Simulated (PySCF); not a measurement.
C4H7NSi, SMILES C(#C)C(=C)[SiH2]N.

Geometry: B3LYP-D3(BJ)/def2-SVP. The structure was generated by enumeration, and PubChem lists no compound with its InChIKey, so it may never have been made. The values are those of a single conformer.

Two levels are set side by side: TDA-PBE/def2-SVPD (PySCF) and TDA-M06-2X/def2-SVPD (PySCF). Vertical, same geometry. The lowest singlet is HOMO→LUMO 86 %, HOMO−1→LUMO 13 % with PBE and HOMO−1→LUMO 72 %, HOMO−2→LUMO 17 % with the other functional; states are paired by order. Differences are taken from unrounded values.

```csv
quantity,TDA-M06-2X
lowest singlet excitation (eV),4.87
lowest triplet excitation (TDA) (eV),3.67
first bright state (f over 0.05) (eV),5.88
its oscillator strength,0.22
```

What does TDA-PBE give, and how far is it from TDA-M06-2X? (An estimate is asked for; the answer gives what the named calculation found.)


| quantity | TDA-PBE | TDA-PBE minus TDA-M06-2X |
|---|---|---|
| lowest singlet excitation (eV) | 4.01 | -0.86 |
| lowest triplet excitation (TDA) (eV) | 3.28 | -0.39 |
| first bright state (f over 0.05) (eV) | 5.34 | -0.54 |
| its oscillator strength | 0.14 | -0.08 |

Functionals without exact exchange tend to place singlet excitations lower, as here. Differences between two approximate levels are no errors against the true value.

Rough cost on one machine, each run with all the roots and properties that it gave: TDA-M06-2X against TDA-PBE about 10 times.
